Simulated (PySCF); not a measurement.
# Unknowns

Fast rotation and ring inversion assumed for equivalent nuclei, non-relativistic Hamiltonian, single conformer, no solvent model. Geometry: GFN2-xTB; σ from GIAO-PBE0/pcSseg-1; PySCF 2.14.0 with density-fitted response routines.

References, each an isolated molecule treated in the same way: ¹H (σ = 31.72 ppm), ¹³C (σ = 186.93 ppm) vs TMS. Splittings of carbon signals by F and P are missing where no couplings were computed. Where no couplings were computed, multiplicities follow the n + 1 count of equivalent neighbours, and m marks all less simple cases (inequivalent or close neighbours, rings, F or P nearby). Shifts are as computed. Against solution values, carbons near 30 ppm lie about +3 ppm off and those near 130 ppm about +5 ppm. Of 1211 compounds with measured shifts, 218 miss one by over three times the rms of a fit or turn the order of signals round; such compounds aren't used in these exercises.

**Question.** C$_{8}$H$_{12}$N$_{2}$. ¹H NMR (600 MHz, computed): δ 6.39 (m, 1H), 6.31 (m, 1H), 6.25 (m, 1H), 6.23 (t, 1H), 5.91 (m, 1H), 5.80 (m, 1H), 5.63 (m, 1H), 2.43 (m, 2H), 1.21 (t, 3H). ¹³C{¹H} NMR (computed): δ 141.5 (CH), 137.3 (CH), 131.0 (CH2), 126.9 (C), 125.4 (CH2), 125.3 (CH), 33.1 (CH2), 14.5 (CH3). What is it?

**Answer.** `C=CC(C=C)=N/N=C/CC`. The formula gives 4 degrees of unsaturation (no ring in the answer). 8 carbon signals for 8 carbons: no two carbons are equivalent. Carbon types of the structure: 1 × C, 3 × CH, 3 × CH2, 1 × CH3, which accounts for all hydrogens. δC 141.5, 137.3: alkene CH; the olefinic region. δC 131.0, 125.4: terminal =CH2 carbon; an sp2 carbon of a C=C bond. δC 126.9, 125.3: C=N carbon. δH 6.39, 5.91, 5.80, 5.63: hydrogen on a terminal =CH2 carbon; attached to an sp2 carbon and in the plane of the double bond.

The shifts were computed for this structure.

**Question.** C$_{8}$H$_{12}$N$_{2}$. ¹H NMR (300 MHz, computed): δ 7.65 (m, 1H), 7.51 (m, 1H), 6.73 (m, 1H), 5.76 (m, 1H), 5.28 (m, 1H), 4.10 (sept, 1H), 1.60 (d, 6H). ¹³C{¹H} NMR (computed): δ 144.4, 136.0, 127.9, 126.3, 114.8, 56.7, 25.7. Identify the compound.

**Answer.** `C=Cc1cnn(C(C)C)c1`. Rings plus π bonds: 4 (1 ring in the answer). 7 carbon signals for 8 carbons: some carbons are equivalent by symmetry or fast rotation. Carbon types of the structure: 1 × C, 4 × CH, 1 × CH2, 2 × CH3, which accounts for all hydrogens. δC 144.4, 127.9: aromatic CH next to a ring nitrogen. δC 136.0: alkene CH; an sp2 carbon of a C=C bond. δC 126.3: substituted aromatic carbon. δC 114.8: terminal =CH2 carbon; the olefinic region.

The shifts were computed for this structure.

**Question.** C$_{3}$H$_{9}$FSi$_{4}$. ¹H NMR (500 MHz, computed): δ 6.79 (m, 1H), 5.00 (m, 1H), 4.52 (m, 2H), 4.14 (m, 2H), 2.15 (s, 3H). ¹³C{¹H} NMR (computed): δ 120.0 (C), 77.9 (C), 6.7 (CH3). Identify the compound.

**Answer.** `CC#C[Si@H]1[SiH2][Si@@H](F)[SiH2]1`. Rings plus π bonds: 3 (1 ring in the answer). 3 carbon signals for 3 carbons: no two carbons are equivalent. Carbon types of the structure: 2 × C, 1 × CH3, leaving 6 H on heteroatoms. δC 120.0, 77.9: alkyne carbon. δC 6.7: propargylic methyl carbon; a saturated carbon with 1 carbon neighbour and no heteroatom attached. δH 5.00: hydrogen on a silicon bonded to C, 2 Si, in a 4-membered ring. δH 2.15: hydrogen on a propargylic methyl carbon.

The data come from this structure; uniqueness wasn't tested.

**Question.** C$_{8}$H$_{12}$N$_{2}$. ¹H NMR (600 MHz, computed): δ 7.17 (m, 1H), 6.07 (m, 1H), 4.28 (m, 1H), 3.11 (m, 2H), 2.51 (s, 3H), 2.35 (m, 2H), 1.90 (m, 1H), 1.75 (m, 1H). ¹³C{¹H} NMR (computed): δ 153.3 (C), 133.9 (CH), 109.3 (CH), 56.2 (CH), 32.0 (CH2), 16.5 (CH3), 14.4 (CH2). Identify the compound.

**Answer.** `InChI=1S/C8H12N2/c1-7-5-6-10(9-7)8-3-2-4-8/h5-6,8H,2-4H2,1H3`. Rings plus π bonds: 4 (2 rings in the answer). 7 carbon signals for 8 carbons: some carbons are equivalent by symmetry or fast rotation. Carbon types of the structure: 1 × C, 3 × CH, 3 × CH2, 1 × CH3, which accounts for all hydrogens. δC 153.3: substituted aromatic carbon next to a ring nitrogen. δC 133.9: aromatic CH next to a ring nitrogen. δC 109.3: aromatic CH. δC 16.5: methyl carbon on an aromatic ring; aliphatic region, no heteroatom directly attached.

This is the structure that produced the data.
